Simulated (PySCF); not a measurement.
Species: C₆H₁₂O₂Si₂.
Bonds: C1–O2, O2–C3, C3–Si4, Si4–Si5, Si5–C6, C6–C7 (aromatic), C7–C8 (aromatic), C8–C9 (aromatic), C9–O10 (aromatic), C6–O10 (aromatic). Hydrogens: H11, H12, H13 on C1; H14, H15 on C3; H16, H17 on Si4; H18, H19 on Si5; H20 on C7; H21 on C8; H22 on C9.

Definitions: NICS(0) = −σiso at the ring centroid; NICS(1) = −σiso and NICS(1)zz = −σzz at ±1 Å along the ring normal z. Level: GIAO PBE0/pcSseg-1 (PySCF, non-relativistic, gas phase) on the GFN2-xTB geometry, one conformer.

Ring bond lengths (Å), with Mayer bond orders in brackets: C6–C7 1.369 (1.56), C7–C8 1.413 (1.28), C8–C9 1.361 (1.59), C9–O10 1.340 (1.09), O10–C6 1.357 (1.02).

Q: Give the NICS values of each ring in ppm.

A: 
```
           ring                                               type  NICS(0)  NICS(1), two faces  NICS(1)zz, two faces  rms pucker (Å)  centre to ring atoms, mean (Å)
C6–C7–C8–C9–O10  5-membered ring with O; formal bonds all aromatic    -11.9       -10.8 / -10.8         -27.4 / -27.7            0.00                            1.16
```

Q: What do they say, and how far can they be read as aromaticity?

A: 
- C6–C7–C8–C9–O10: mean NICS(1)zz -27.5 ppm, shielded. For a flat ring without four-coordinate atoms the NICS criterion counts such a value as aromatic.

Q: What does the geometric index give? HOMA takes Krygowski's 1993 parameters.

A: 
- C6–C7–C8–C9–O10: HOMA 0.47; the largest term is that of O10–C6, α(R − Ropt)² = 1.35.

Q: Give the inner angles of the rings and the Hirshfeld charges of the ring atoms.

A: 
- C6–C7–C8–C9–O10: C6 108.9° (-0.046 e), C7 107.0° (-0.085 e), C8 105.7° (-0.091 e), C9 110.7° (+0.008 e), O10 107.8° (-0.056 e); sum 540.0° against 540° for a flat convex ring.

Conformer computed: `[CH3:1][O:2][CH2:3][SiH2:4][SiH2:5][c:6]1[cH:7][cH:8][cH:9][o:10]1`: C1–O2–C3–Si4 177°, O2–C3–Si4–Si5 -48°, C3–Si4–Si5–C6 -67°, Si4–Si5–C6–C7 -122°.
